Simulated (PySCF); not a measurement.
Match the calculated data to a structure.

All candidates are C4H12N2Si.

| technique | computed result |
| --- | --- |
| UV, first state | lowest singlet excitation: 6.31 eV (196 nm, f = 0.010) [TDDFT wB97X-D/def2-SVPD] |
| Rotational structure | rotational constants A, B, C: 6.811, 0.934, 0.886 GHz [GFN2-xTB] |
| Polarisability | 87.3 au [wB97X-D/def2-SVPD] |
| UV, strongest line | among the 8 lowest singlet transitions: S6 at 7.64 eV (162 nm, f = 0.057) [TDDFT wB97X-D/def2-SVPD] |
| Triplet | lowest triplet excitation (Tamm–Dancoff): 6.22 eV [TDA wB97X-D/def2-SVPD] |
| Dipole | 1.68 D [wB97X-D/def2-SVPD] |

Gas-phase values; electronic properties from PySCF, density fitting. Levels stand in brackets. The structure is a single GFN2-xTB conformer in the gas phase; no vibrational or solvent corrections.

Question: Which candidate is it?
A. `N[SiH2]NC1CCC1`
B. `C=CN(CC)N[SiH3]`
C. `CC/C(C)=N\N[SiH3]`

Answer: A. It is `N[SiH2]NC1CCC1`. Numbering: `[NH2:1][SiH2:2][NH:3][CH:4]1[CH2:5][CH2:6][CH2:7]1`. Its formula, C4H12N2Si, gives 1 degree of unsaturation: 1 ring and 0 π bonds in the structure found. The optimised geometry has point group C1 and is an asymmetric top.

The others, at the same levels:
- `C=CN(CC)N[SiH3]` fails: its computed lowest singlet excitation is 5.57 eV (223 nm, f = 0.042) (against 6.31 eV), lowest triplet excitation (Tamm–Dancoff) is 4.15 eV (against 6.22 eV) and strongest line among the 8 lowest singlet transitions is S2 at 6.15 eV (202 nm, f = 0.234) (against S6 at 7.64 eV).
- `CC/C(C)=N\N[SiH3]` fails: its computed lowest singlet excitation is 5.75 eV (216 nm, f = 0.044) (against 6.31 eV), lowest triplet excitation (Tamm–Dancoff) is 4.12 eV (against 6.22 eV) and strongest line among the 8 lowest singlet transitions is S3 at 6.09 eV (204 nm, f = 0.359) (against S6 at 7.64 eV).

Each candidate is one conformer, not necessarily the lowest. Dipoles, sizes and rotational constants follow the conformer. The torsions of the flexible species, by atom-mapped SMILES:
- `[NH2:1][SiH2:2][NH:3][CH:4]1[CH2:5][CH2:6][CH2:7]1`: N1–Si2–N3–C4 -171°, Si2–N3–C4–C5 -93°, H–N1–Si2–N3 56°, H–N1–Si2–N3 -82°
- `[CH2:1]=[CH:2][N:3]([CH2:4][CH3:5])[NH:6][SiH3:7]`: C1–C2–N3–C4 -157°, C2–N3–C4–C5 74°, C2–N3–N6–Si7 97°
- `[CH3:1][CH2:2]/[C:3]([CH3:4])=[N:5]\[NH:6][SiH3:7]`: C1–C2–C3–C4 97°, C3–N5–N6–Si7 -178°
